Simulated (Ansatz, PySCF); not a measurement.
Breaking the Si5–H6 bond in BH5OSi (SMILES BO[SiH3]) (multiplicity 1 held, fragments rigid). Energies count from the point at 1.477 Å.
Geometry at that point (charge 0, multiplicity 1):
```xyz
8

B     -0.355     0.168     1.746
H     -1.122     0.723     2.474
H      0.516    -0.542     2.166
O     -0.489     0.357     0.418
Si     0.331    -0.201    -0.915
H      0.863     0.968    -1.643
H     -0.630    -0.934    -1.764
H      1.435    -1.094    -0.498
```

U- levels take the lowest unrestricted solution at each point, which mixes spins at long bonds. Active spaces are followed from a long bond inwards. Curves can end on different states.

Frozen-core correlation. Rows in 6-31G* carry no dispersion term and start afresh at each structure (6-31G* with six Cartesian d functions).

Programs: Ansatz (Gaussian basis) for Hartree–Fock, density functionals and correlated methods; PySCF for 6-31G* rows. Values without a source in brackets are computed.

Energies in eV.

```tsv
R (Å)	U-HF/cc-pV(T+d)Z	U-B3LYP/6-31G*	SC-NEVPT2 on CASSCF(2,2)/cc-pV(T+d)Z	FIC-MRCISD+Q on CASSCF(2,2)/cc-pV(T+d)Z
1.182	1.28	1.37	1.31	1.28
1.329	0.24	0.28	0.27	[?]
1.477	0.00	0.00	0.00	0.00
1.625	0.19	0.15	0.15	[?]
1.772	0.60	0.52	0.50	0.54
1.994	1.40	1.23	1.19	1.25
2.215	2.24	1.97	1.89	1.98
2.585	3.00	3.06	2.85	2.98
2.954	3.26	3.70	3.48	3.63
3.397	3.36	4.02	3.85	4.02
3.988	3.39	4.14	4.02	4.18
4.726	3.40	4.18	4.06	4.23
```

Q: What belongs in the gaps?

A: 
- 1.625, FIC-MRCISD+Q on CASSCF(2,2)/cc-pV(T+d)Z: 0.17
- 1.329, FIC-MRCISD+Q on CASSCF(2,2)/cc-pV(T+d)Z: 0.25

Doubts at one or more of the structures used: a spin-contaminated determinant (U-HF/cc-pV(T+d)Z, U-B3LYP/6-31G*).

Ansatz is a first-principles code.
